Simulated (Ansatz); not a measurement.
Consider the redistribution: `C[BH][AlH][AlH2]` + `FC(F)[SiH3]` → `C[BH][AlH][F]` + `F[CH]([AlH2])[SiH3]`.

Gas-phase electronic energies from Ansatz, PBE0-D4/def2-TZVP geometries. CCSD(T)/CBS is the MP2 limit (def2-TZVPP, def2-QZVPP) plus CCSD(T) − MP2 in def2-TZVPP, frozen cores. Functionals use def2-TZVPP. B3LYP here is the variant with VWN-RPA as its local correlation; programs differ in this. HSE06 is defined as in plane-wave codes. Each species was taken in one conformer, which may not be the lowest.

`C[BH][AlH][AlH2]`:

Cartesian coordinates in Å:
```
C -0.918 -1.193 -1.624
B -1.176 -0.491 -0.256
Al 0.223 -0.161 1.306
Al 1.813 1.884 1.396
H -0.829 -0.362 -2.346
H -0.011 -1.793 -1.717
H -1.778 -1.773 -1.975
H -2.278 -0.016 -0.120
H 0.291 -1.212 2.516
H 1.395 3.266 2.079
H 3.269 1.852 0.739
```

`FC(F)[SiH3]`:

Cartesian coordinates in Å:
```
F -1.328 1.361 -0.149
C -0.088 0.928 0.226
F -0.001 1.065 1.583
Si 0.147 -0.912 -0.269
H 0.643 1.616 -0.216
H 0.033 -1.009 -1.745
H -0.905 -1.712 0.400
H 1.499 -1.337 0.169
```

`C[BH][AlH][F]`:

Cartesian coordinates in Å:
```
C -1.045 -0.417 0.920
B 0.152 -0.634 -0.048
Al 1.082 0.869 -1.240
F 2.249 1.808 -0.524
H -0.527 -0.253 1.884
H -1.671 0.461 0.760
H -1.670 -1.300 1.079
H 0.625 -1.742 -0.062
H 0.804 1.206 -2.769
```

`F[CH]([AlH2])[SiH3]`:

Cartesian coordinates in Å:
```
F 1.926 -0.306 0.291
C 0.601 -0.449 -0.176
Al -0.554 -1.241 1.221
Si -0.007 1.220 -0.822
H 0.628 -1.127 -1.043
H 0.020 -1.478 2.677
H -2.047 -1.595 0.820
H -0.176 2.179 0.303
H 0.941 1.801 -1.808
H -1.331 0.997 -1.462
```

```
             level  ΔE (eV)  difference from CCSD(T)/CBS
       LDA (SPW92)    -2.11                         0.38
            PBE-D4    -2.16                         0.33
         revPBE-D4    -2.18                         0.31
           BLYP-D4    -2.40                         0.09
            B97M-V    -2.41                         0.08
           PBE0-D4    -2.22                         0.27
          B3LYP-D4    -2.42                         0.07
        r2SCANh-D4    -2.35                         0.14
        r2SCAN0-D4    -2.36                         0.13
          HSE06-D4    -2.21                         0.28
          BHLYP-D4    -2.46                         0.03
      CAM-B3LYP-D4    -2.46                         0.03
           ωB97X-V    -2.36                         0.13
           ωB97M-V    -2.51                        -0.02
            B2PLYP    -2.47                         0.02
          PBE-QIDH    -2.37                         0.12
               PBE    -2.14                         0.35
              BLYP    -2.34                         0.15
            r2SCAN    -2.34                         0.15
              PBE0    -2.20                         0.29
             B3LYP    -2.38                         0.11
           r2SCANh    -2.34                         0.15
           r2SCAN0    -2.35                         0.14
             HSE06    -2.19                         0.30
             BHLYP    -2.43                         0.06
           LC-ωPBE    -2.37                         0.12
RPA@PBE/def2-TZVPP    -2.33                         0.16
       HF/def2-SVP    -2.24                         0.25
      MP2/def2-SVP    -2.47                         0.02
     CCSD/def2-SVP    -2.28                         0.21
     HF/def2-TZVPP    -2.34                         0.15
    MP2/def2-TZVPP    -2.61                        -0.12
SCS-MP2/def2-TZVPP    -2.54                        -0.05
   CCSD/def2-TZVPP    -2.39                         0.10
CCSD(T)/def2-TZVPP    -2.39                         0.10
    MP2/def2-QZVPP    -2.68                        -0.19
SCS-MP2/def2-QZVPP    -2.61                        -0.12
      HF/CBS(def2)    -2.38                         0.11
     MP2/CBS(def2)    -2.71                        -0.22
    CCSD/CBS(def2)    -2.49                         0.00
       CCSD(T)/CBS    -2.49                            0
```

Largest T1 diagnostic among the species: 0.013.

From PBE to PBE0 (25 % exact exchange), in def2-TZVPP and without D4, ΔE moves by −0.06 eV. The D4 term adds −0.04 eV with B3LYP and −0.02 eV with PBE0; it sums over pairs of atoms, weighted by their polarisabilities, and B3LYP, whose exchange is more repulsive, gets the larger term. Leaving LDA and LC-ωPBE aside and taking each functional with its dispersion term where it has one, the values spread over 0.34 eV, from ωB97M-V to PBE-D4.
